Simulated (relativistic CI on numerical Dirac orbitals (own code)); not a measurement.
Hyperfine structure of Hg⁵⁺, mass number 199

Method of calculation: Dirac-Coulomb-Breit CI, separate exchange-only KLI orbitals for each configuration, a model potential for QED, valence Slater integrals scaled by 0.85, P86 correlation energy added to each configuration (own radial code, finite nucleus).

CI space (outside the closed core [Kr] 4d10 4f14): 5s2.5p6.5d7, 5s2.5p6.5d6.6s, 5s2.5p6.5d6.5f, 5s2.5p6.5d6.6p, 5s2.5p6.5d5.6s2, 5s2.5p6.5d6.5g, 5s2.5p5.5d8, 5s2.5p6.5d6.6d, 5s2.5p6.5d6.7s, 5s2.5p6.5d5.6s.6p, 5s2.5p6.5d6.7p, 5s2.5p6.5d6.7d, 5s2.5p4.5d9, 5s.5p6.5d8, 5s2.5p5.5d7.6s. Levels of other configurations are missing.

Nuclear spin I = 1/2, μ = 0.5039 μN (tables of Stone and Pyykkö). The electronic factors are computed for point nuclear moments, without core polarisation or the Bohr-Weisskopf and QED corrections.

| Level | E (cm⁻¹) | A (MHz) |
| --- | --- | --- |
| 5s2.5p6.5d7 4F_9/2 | 0.0 | 1169 |
| 5s2.5p6.5d7 4F_7/2 | 13931.7 | 1313 |
| 5s2.5p6.5d7 4P_5/2 | 22667.8 | 587.6 |
| 5s2.5p6.5d7 2G_9/2 | 23907.0 | 1577 |
| 5s2.5p6.5d7 4P_1/2 | 25947.5 | -965.8 |
| 5s2.5p6.5d7 2H_11/2 | 31685.6 | 1748 |
| 5s2.5p6.5d7 2G_7/2 | 32530.7 | 2069 |
| 5s2.5p6.5d7 2D_5/2 | 38054.3 | 1597 |

Levels with J = 0, under 50 % of one LS term, or S terms without an open s electron are left out. Small factors come from cancelling terms and can be off by tens of per cent or more.

At this charge configurations can still be misplaced by up to about 7 % of their energy. Levels and lines within the n = 5 or 6 shells can be off by up to 10 % or somewhat more, and those that change n by about 2 %, since core polarisation is missing.

(1) Give the hyperfine levels of 5s2.5p6.5d7 4F_9/2 relative to its centre of gravity.

Results:

(1) With K = F(F + 1) − I(I + 1) − J(J + 1), E = AK/2: F = 4: -3215, F = 5: 2630 MHz.

LS names give the leading component of a level, which can be under half, so a name can repeat, a term be missing and a line seem to break the LS rules.
